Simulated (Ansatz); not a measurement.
Reaction (formal exchange of groups at the Se–C bond): `NC[SeH]` + `[SiH3]S` → `S[SiH2][SeH]` + CH₃NH₂

Computed with Ansatz on PBE0-D4/def2-TZVP structures; ΔE is electronic, products minus reactants. CBS: MP2 limit from def2 TZ/QZ plus the TZ coupled-cluster correction, frozen cores. DFT in def2-TZVPP. For Se outer-core shells are correlated without core-valence functions, which leaves a few kJ/mol of doubt a bond. Scalar relativity is left out up to krypton. One conformer a species, not always the lowest.

`NC[SeH]`:

Cartesian coordinates in Å:
```
N 0.190 1.160 0.078
C -0.344 -0.107 -0.350
Se -0.766 -1.280 1.162
H 0.309 1.783 -0.713
H 1.088 1.046 0.529
H 0.287 -0.700 -1.021
H -1.300 0.057 -0.849
H 0.536 -1.960 1.165
```

`[SiH3]S`:

```xyz
6

Si   -0.169   -0.360    0.347
S    -0.234    0.864   -1.404
H     0.997   -1.279    0.329
H    -1.429   -1.140    0.312
H    -0.114    0.459    1.585
H     0.950    1.455   -1.170
```

`S[SiH2][SeH]`:

Cartesian coordinates in Å:
```
S -0.685 -1.303 1.495
Si -0.150 -0.375 -0.344
Se -0.258 1.888 -0.087
H 0.295 -0.712 2.199
H 1.221 -0.723 -0.794
H -1.145 -0.895 -1.310
H 0.722 2.119 -1.159
```

CH₃NH₂:

```xyz
7

C     0.184   -0.475   -0.253
N    -0.576    0.590    0.381
H     1.260   -0.280   -0.369
H    -0.228   -0.672   -1.245
H     0.073   -1.394    0.327
H    -0.495    1.449   -0.147
H    -0.217    0.782    1.307
```

| level | ΔE (kJ/mol) |
| --- | --- |
| B97M-V | -109.7 |
| r2SCAN0-D4 | -113.5 |

Task: What does CCSD(T)/CBS give? (Best estimate.)

Result: Ansatz gave: -109.9 kJ/mol. The listed levels differ from it by 0.2, -3.6 kJ/mol.

Largest T1 diagnostic among the species: 0.011.

From BLYP to BHLYP (50 % exact exchange), in def2-TZVPP and without D4, ΔE moves by −6.9 kJ/mol. At CCSD(T), def2-SVP lies +5.6 kJ/mol from the extrapolated value and def2-TZVPP +6.1 kJ/mol.
